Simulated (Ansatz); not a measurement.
Reaction: GeH2BrF (SMILES [F][GeH2][Br]) → GeH2F (SMILES [F][GeH2], doublet) + Br (doublet) (the Br-Ge bond breaks)
Each species at its own B3LYP-D3(BJ)/def2-TZVP minimum (Ansatz, an electronic-structure program).

Property: bond dissociation energy (electronic), in kcal/mol. Open shells are spin-unrestricted; no spin-orbit coupling. Correlated methods leave the cores frozen (noble-gas shells, and filled d and f shells in the p block). No relativity. CBS(X,Y): correlation extrapolated as X^-3, Hartree-Fock from the larger set (Q,5: extrapolated as (X+1)exp(-9√X)). A bracket is a step between two methods taken in the basis named. Double hybrids freeze cores in their MP2 part. Spin-orbit terms, left out, reach several kcal/mol for Br and I, and more for heavier atoms.

CCSD(T)/CBS(cc-pVQZ,cc-pV5Z) + [CCSDT(Q) - CCSD(T)]/cc-pVTZ (Ansatz) gives 91.5 kcal/mol.

Q: What does PBE/def2-TZVPD (Ansatz) give here, and how do the other levels compare?

A: PBE gives 88.1 kcal/mol, 3.4 kcal/mol below it. Differences of the others: r2SCAN/def2-TZVPD (Ansatz) -2.4; B2PLYP/def2-TZVPD (Ansatz) -4.9; CCSD(T)/CBS(cc-pVQZ,cc-pV5Z) (Ansatz) 0.1 kcal/mol.
